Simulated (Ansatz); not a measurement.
Born–Oppenheimer molecular dynamics of CH5FSZn (9 atoms, charge 0, multiplicity 1). It starts at the highest image of a converged band, a first-order saddle point between two minima.

Theory: UKS BLYP-D4/def2-SVP in Ansatz 0.2.0.

```json
{
  "ensemble": "NVE (velocity Verlet)",
  "time step": "0.5 fs",
  "steps asked": "200",
  "starting velocities drawn for": "300 K",
  "seed": "10084"
}
```

First frame:

```xyz
9
Properties=species:S:1:pos:R:3
Zn -0.230 0.095 0.131
S 0.185 -1.637 1.934
C -0.047 0.457 -1.785
H -0.463 -0.240 2.262
F -0.848 0.900 1.806
H 1.445 -1.155 2.140
H 0.104 1.540 -1.960
H 0.815 -0.098 -2.206
H -0.963 0.139 -2.322
```

Task: How far do the bonds stretch over the last three quarters of this one trajectory? (Pairs bonded in most of those frames.)

Result: 
```
  bond  mean (Å)  spread (Å)  shortest  longest
Zn1–S2     2.790       0.135      2.58     3.03
Zn1–C3     1.962       0.019      1.93     2.00
Zn1–F5     1.838       0.020      1.81     1.87
 S2–H4     1.406       0.045      1.33     1.48
 S2–H6     1.365       0.002      1.36     1.37
 C3–H7     1.111       0.017      1.08     1.14
 C3–H8     1.109       0.019      1.08     1.14
 C3–H9     1.113       0.022      1.08     1.15
```

Mean temperature of the second half: 231 K. The conserved energy stayed within 0.099 meV per atom of its start (net change 0.064 meV per atom), so the integration is sound. A run of 0.1 ps of so small a system gives no equilibrium averages. The orbitals stay closed-shell, which can raise the energy where a bond breaks towards radicals; this wasn't checked here.

The run took 9.5 min on 4 threads of Arm Neoverse N1, with other jobs on the host, peak memory 0.19 GiB.
